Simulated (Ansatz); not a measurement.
A geometry relaxed with PBE-D3(BJ)/def2-TZVP (Ansatz, a quantum-chemistry and plane-wave program), charge 0, multiplicity 1:

```xyz
7

Al     0.0395    -0.0378    -0.0276
H     -0.8749    -2.3239    -0.9276
S     -0.2842     1.9713     0.7871
S     -1.6752    -1.3302    -0.4688
H     -1.6315     1.8257     0.7543
H      2.6217     0.4137     0.0183
S      2.0773    -0.7568    -0.3951
```

Q: Write the SMILES of this molecule.

A: `[SH][Al]([SH])[SH]`
